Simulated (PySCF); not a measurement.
## Vertical excitation energies

Compound: C6H5NO.
InChI=1S/C6H5NO/c8-5-6-3-1-2-4-7-6/h1-5H

Method: TDDFT B3LYP/def2-SVPD, vertical, gas phase, core orbitals frozen in the response in PySCF. The structure is a single GFN2-xTB conformer in the gas phase; no vibrational or solvent corrections. Torsions of this conformer, `[O:1]=[CH:2][c:3]1[cH:4][cH:5][cH:6][cH:7][n:8]1`: O1–C2–C3–C4 0°.

Question: What does the calculation give for the low-lying excited states?

Answer: 

```
state  E (eV)  E (hartree)       f  symmetry  main configurations (H = HOMO, L = LUMO)
   S1    3.46       0.1270  0.0000         –                                 H→L (95%)
   S2    4.17       0.1532  0.0006         –                               H-2→L (93%)
   S3    4.89       0.1796  0.0018         –                H→L+1 (81%), H-2→L+1 (17%)
   S4    5.03       0.1848   0.124        A′                  H-1→L (68%), H-3→L (17%)
   S5    5.38       0.1977  0.0009         –                H-2→L+1 (79%), H→L+1 (18%)
   S6    5.48       0.2013   0.119        A′   H-3→L (44%), H-1→L+1 (28%), H-1→L (24%)
   S7    6.41       0.2355  0.0016         –                               H→L+2 (95%)
   S8    6.45       0.2370   0.241        A′                H-1→L+1 (51%), H-3→L (35%)
```

Triplets, Tamm–Dancoff:

```csv
state,E (eV),λ (nm),"main configurations (H = HOMO, L = LUMO)"
T1,2.98,416.8,H→L (90%)
T2,3.64,340.3,H-1→L (88%)
T3,3.76,329.6,H-2→L (77%)
```

The lowest singlet comes at 359 nm (333 kJ/mol) in the ultraviolet; it is dark (f under 0.0005); its leading configuration is HOMO→LUMO (95%). The most intense listed level is S8 at 6.45 eV (192 nm, f = 0.241), 2.99 eV above S1. It is the last of those listed, so stronger ones may follow. Löwdin shares by element: HOMO oxygen 46%, carbon 23% or more, nitrogen 14% (atoms not listed hold the other 17%); LUMO carbon 46% or more, oxygen 20% (atoms not listed hold the other 34%). Of the 8 states listed, 3 reach f = 0.01 and 1 stays under 0.0005. Weighted by f, the mean energy of these states is 5.84 eV. The listed states span 2.99 eV, and the widest gap between neighbours is 0.93 eV (S6 to S7). No computed singlet lies in the visible range (380 to 750 nm); the lowest, at 359 nm, stands 0.19 eV above its violet end (3.26 eV); a Tamm–Dancoff triplet lies at 417 nm, without intensity as long as spin–orbit coupling is left out. Symmetry labels in Cs follow from the direction of the transition dipole and are given only for states with f of 0.002 or more. Only the lowest 8 singlets were computed, as vertical energies without vibronic structure.
